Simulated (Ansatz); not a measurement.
Reaction (formal exchange of groups at the Al–Si bond): `C[SiH2][AlH][SnH3]` + SiH₄ → `[SiH3][AlH][SnH3]` + `C[SiH3]`

Gas-phase electronic energies from Ansatz, PBE0-D4/def2-TZVP geometries. CBS: MP2 limit from def2 TZ/QZ plus the TZ coupled-cluster correction, frozen cores. This one scheme is used for every species. DFT in def2-TZVPP. Elements past krypton have def2 core potentials. For Sn outer-core shells are correlated without core-valence functions, which leaves a few kJ/mol of doubt a bond. Each species was taken in one conformer, which may not be the lowest.

`C[SiH2][AlH][SnH3]`:

Z-matrix (Å, degrees):
```
C
Si 1 1.882
H 1 1.092 2 110.8
H 1 1.092 2 111.0 3 120.2
H 1 1.092 2 110.7 3 -119.5
Al 2 2.458 1 113.0 3 61.6
H 2 1.495 1 109.7 3 -61.6
H 2 1.496 1 109.4 3 -177.5
Sn 6 2.665 2 119.8 1 6.4
H 6 1.592 2 121.6 1 -173.4
H 9 1.715 6 111.2 2 -93.4
H 9 1.712 6 114.5 2 146.4
H 9 1.714 6 112.5 2 24.8
```

SiH₄:

Z-matrix (Å, degrees):
```
Si
H 1 1.485
H 1 1.485 2 109.5
H 1 1.485 2 109.5 3 -120.0
H 1 1.485 2 109.5 3 120.0
```

`[SiH3][AlH][SnH3]`:

Z-matrix (Å, degrees):
```
Si
Al 1 2.456
H 1 1.489 2 114.3
H 1 1.492 2 109.8 3 121.3
H 1 1.492 2 109.8 3 -121.4
Sn 2 2.662 1 119.8 3 -179.6
H 2 1.590 1 121.6 3 0.4
H 6 1.713 2 111.9 1 119.6
H 6 1.713 2 112.0 1 -121.3
H 6 1.712 2 113.4 1 -0.8
```

`C[SiH3]`:

Z-matrix (Å, degrees):
```
C
Si 1 1.871
H 1 1.092 2 110.8
H 1 1.092 2 110.8 3 -120.0
H 1 1.092 2 110.8 3 120.0
H 2 1.488 1 110.7 3 -179.9
H 2 1.488 1 110.7 3 -59.9
H 2 1.488 1 110.7 3 60.1
```

(1) Is it downhill or uphill in electronic energy at CCSD(T)/CBS, and by how much? (An estimate is asked.)

(2) What do these levels give: r2SCAN-D4, PBE0-D4, HF/def2-QZVPP, HF/CBS(def2), MP2/CBS(def2), CCSD/CBS(def2)? (Estimate.)

Largest T1 diagnostic among the species: 0.014.

Results:

(1) The calculation gave: Downhill: ΔE = -0.9 kcal/mol.

(2) The calculation gave: r2SCAN-D4 -1.1, PBE0-D4 -1.0, HF/def2-QZVPP -1.9, HF/CBS(def2) -1.9, MP2/CBS(def2) -0.7, CCSD/CBS(def2) -1.1 kcal/mol.

In def2-TZVPP, CCSD(T) changes the Hartree–Fock value by +1.0 kcal/mol (the triples alone add +0.2 kcal/mol) and MP2 by +1.2 kcal/mol. The D4 term adds +0.8 kcal/mol with B3LYP and +0.5 kcal/mol with PBE0; it sums over pairs of atoms, weighted by their polarisabilities, and B3LYP, whose exchange is more repulsive, gets the larger term.

B3LYP here is the variant with VWN-RPA as its local correlation; programs differ in this.
